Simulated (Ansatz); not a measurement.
Isolated molecules relaxed with PBE0-D4/def2-TZVP in Ansatz; ΔE leaves out vibrations. CBS: MP2 limit from def2 TZ/QZ plus the TZ coupled-cluster correction, frozen cores. This one scheme is used for every species. Functionals use def2-TZVPP. B3LYP here is the variant with VWN-RPA as its local correlation; programs differ in this. HSE06 is defined as in plane-wave codes. For Zn outer-core shells are correlated without core-valence functions, which leaves a few kJ/mol of doubt a bond. Scalar relativity is left out up to krypton.

Reaction (ligand exchange at a Zn–C bond): `C[CH2][ZnH]` + CH₃SH → `C[S][ZnH]` + `CC`

```tsv
level	ΔE (kJ/mol)	difference from CCSD(T)/CBS
LDA (SPW92)	-111.5	8.8
PBE-D4	-115.6	4.7
revPBE-D4	-114.6	5.7
BLYP-D4	-115.3	5.0
r2SCAN-D4	-121.9	-1.6
B97M-V	-122.4	-2.1
PBE0-D4	-120.3	0.0
B3LYP-D4	-119.4	0.9
r2SCANh-D4	-123.0	-2.7
r2SCAN0-D4	-124.7	-4.4
HSE06-D4	-120.6	-0.3
BHLYP-D4	-126.3	-6.0
CAM-B3LYP-D4	-118.0	2.3
ωB97X-V	-118.4	1.9
ωB97M-V	-117.4	2.9
B2PLYP	-119.1	1.2
PBE	-115.6	4.7
revPBE	-116.3	4.0
BLYP	-115.7	4.6
r2SCAN	-121.9	-1.6
PBE0	-120.3	0.0
B3LYP	-119.4	0.9
r2SCANh	-123.0	-2.7
r2SCAN0	-124.7	-4.4
HSE06	-120.5	-0.2
BHLYP	-125.5	-5.2
CAM-B3LYP	-117.9	2.4
LC-ωPBE	-116.7	3.6
RPA@PBE/def2-TZVPP	-106.1	14.2
HF/def2-SVP	-132.7	-12.4
MP2/def2-SVP	-112.2	8.1
CCSD/def2-SVP	-112.7	7.6
CCSD(T)/def2-SVP	-110.9	9.4
HF/def2-TZVPP	-136.0	-15.7
MP2/def2-TZVPP	-115.1	5.2
SCS-MP2/def2-TZVPP	-115.6	4.7
CCSD(T)/def2-TZVPP	-114.3	6.0
HF/def2-QZVPP	-136.7	-16.4
HF/CBS(def2)	-136.8	-16.5
CCSD/CBS(def2)	-121.9	-1.6
CCSD(T)/CBS	-120.3	0
```

Largest T1 diagnostic among the species: 0.014.

From PBE to PBE0 (25 % exact exchange), in def2-TZVPP and without D4, ΔE moves by −4.7 kJ/mol. Leaving LDA and LC-ωPBE aside and taking each functional with its dispersion term where it has one, the values spread over 11.7 kJ/mol, from BHLYP-D4 to revPBE-D4. LDA lies +4.1 kJ/mol from PBE without D4.
